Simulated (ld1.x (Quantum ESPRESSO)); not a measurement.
**Au, TM: configuration errors across variants**

ld1.x (Quantum ESPRESSO) 7.5 input, shortened:

```
&input
   title='Au', zed=79., rel=1, dft='PZ', iswitch=3,
   config='[Xe] 4f14 5d10 6s1 6p0'
 /
 &inputp
   pseudotype=2, tm=.true., lloc=-2, rcloc=1.55,
   nlcc=.true.
 /
3
6S  1  0   1.00   0.00  1.95  1.95  0.0
5P  2  1   6.00   0.00  1.60  1.60  0.0
5D  3  2  10.00   0.00  1.90  1.90  0.0
 &test
   configts(1)='5p6 5d10 6s1 6p0'
 /
```

All-electron excitation energies from the reference (eV): (1) 5p6 5d10 6s0 6p0 9.774; (2) 5p6 5d9 6s0 6p0 31.275; (3) 5p6 5d8 6s0 6p0 65.442; (4) 5p6 5d10 6s0 6p1 5.398; (5) 5p6 5d10 6s0.5 6p0 3.947; (6) 5p6 5d9 6s1 6p0 12.374; (7) 5p6 5d7 6s0 6p0 113.441; (8) 5p6 5d10 6s1 6p0 spin -0.134; (9) 5p6 5d9 6s0 6p0 spin 31.134.

Spin tests fill each open shell by Hund’s rule, majority spin first.

A true bound ghost makes a file unfit for plane-wave use even where its test errors are small: the radial tests pick states by their node count and pass the ghost by.

Errors AE − PS in meV (a dash: test not solved or not reliable):

| change | (1) | (2) | (3) | (4) | (5) | (6) | (7) | (8) | (9) | bound ghosts |
| --- | --- | --- | --- | --- | --- | --- | --- | --- | --- | --- |
| base | -11 | -6.2 | -8.4 | +33 | -3.2 | -14 | -28 | +0.1 | -4.0 | s |
| local potential all-electron potential smoothed inside 0.96 bohr (lloc = -2) | -11 | -4.2 | +3.2 | +100 | -3.0 | +8.0 | +5.5 | +0.2 | -1.9 | s |
| local potential all-electron potential smoothed inside 1.12 bohr (lloc = -2) | -11 | -4.5 | +1.6 | +70 | -3.1 | +2.6 | +0.4 | +0.1 | -2.2 | s |
| local potential all-electron potential smoothed inside 1.38 bohr (lloc = -2) | -11 | -5.1 | -1.6 | +141 | -3.1 | -4.0 | -6.7 | +0.2 | -2.9 | s |
| local potential all-electron potential smoothed inside 1.48 bohr (lloc = -2) | -11 | -5.6 | -4.9 | +66 | -3.2 | -7.6 | -17 | +0.1 | -3.4 | s |
| local potential all-electron potential smoothed inside 1.74 bohr (lloc = -2) | -11 | -9.0 | -23 | -44 | -2.9 | +49 | -68 | +0.3 | -6.8 | none |
| local potential all-electron potential smoothed inside 1.90 bohr (lloc = -2) | -11 | -12 | -38 | -101 | -3.1 | +12 | -107 | +0.1 | -9.8 | none |
| local potential all-electron potential smoothed inside 2.04 bohr (lloc = -2) | -11 | -17 | -60 | -169 | -3.2 | +1.7 | -162 | 0.0 | -15 | none |
| local potential all-electron potential smoothed inside 2.28 bohr (lloc = -2) | -12 | -30 | -117 | -307 | -3.2 | -12 | -296 | -0.1 | -28 | none |

Give the same row for: local potential all-electron potential smoothed inside 0.80 bohr (lloc = -2).

-11, -3.9, +5.0, +160, -3.4, -27, +11, -0.1, -1.6; bound ghosts: s.
